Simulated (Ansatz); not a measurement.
Ansatz results at the PBE0-D4/def2-TZVP geometry: size of the dipole moment (B3LYP/def2-TZVPP) 3.04 D; HOMO energy (ωB97M-V/def2-TZVPP) -7.89 eV; size of the dipole moment (PBE/def2-TZVPP) 3.06 D.

Problem. Which molecule gave them?
A. `C=C[SiH2][SiH2]C`
B. `C1=N[CH2][AlH][Te]1`
C. `C[Si]1(C)C[SiH2]1`
D. `[SiH3]/C=C/C[SiH3]`

Solution. C. The others give `[SiH3]/C=C/C[SiH3]`: 1.29, -9.49, 1.31; `C1=N[CH2][AlH][Te]1`: 1.07, -8.58, 0.96; `C=C[SiH2][SiH2]C`: 1.08, -9.45, 1.14.

B3LYP here is the variant with VWN-RPA as its local correlation; programs differ in this.
